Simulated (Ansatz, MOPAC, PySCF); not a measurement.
Noncovalent pair: HF (SMILES F) (first 2 atoms) with H2 (SMILES [H][H]); geometry from B3LYP-D3(BJ)/def2-TZVP, rigid monomers moved along the line of their centres of mass till H2···H4 is 2.75 Å.
(charge 0, multiplicity 1):
```xyz
4

F     -0.0821     0.1939    -0.5040
H     -0.0694     0.0989     0.4177
H     -0.0798    -0.5382     3.0939
H      0.0192     0.1981     3.1644
```

Counterpoise-corrected where a basis set is named; no monomer relaxation. Rows marked so take none.

Correlated levels freeze the cores. CBS(a, b) extrapolates the correlation energy as X⁻³ and adds the Hartree–Fock energy of set b. Rows in 3-21G, 6-311+G**, 6-31G* carry no dispersion term and start afresh at each structure (6-31G* with six Cartesian d functions). MP2/6-31G* freezes PySCF's default core. The state that AM1, PM7 reach isn't checked; PM7 holds dispersion and hydrogen-bond terms.

The values were computed with Ansatz (a first-principles code); MOPAC for AM1, PM7 (differences of heats of formation); PySCF for 3-21G rows, 6-311+G** rows, 6-31G* rows, the dispersion terms. Values without a source in brackets are computed.

Other levels give for the interaction energy: PBE/def2-TZVPPD -0.60; B3LYP/def2-TZVPPD -0.36; B3LYP-D3(BJ)/def2-TZVPPD -0.54; wB97M-V/def2-TZVPPD -0.50; CCSD(T)/CBS(aug-cc-pVTZ, aug-cc-pVQZ) -0.54 kcal/mol.

Common cheap choices:

```
level                              interaction energy (kcal/mol)  less -0.54 (CCSD(T)/CBS(aug-cc-pVTZ, aug-cc-pVQZ))
---------------------------------  -----------------------------  --------------------------------------------------
AM1                                                        -0.26                                                0.27
PM7                                                        -0.22                                                0.32
HF/3-21G (no counterpoise)                                 -0.29                                                0.25
B3LYP/3-21G (no counterpoise)                              -0.37                                                0.16
B3LYP/6-31G* (no counterpoise)                             -0.33                                                0.20
B3LYP/6-311+G** (no counterpoise)                          -0.34                                                0.19
M06-2X/6-31G* (no counterpoise)                            -0.44                                                0.09
MP2/6-31G* (no counterpoise)                               -0.26                                                0.28
```
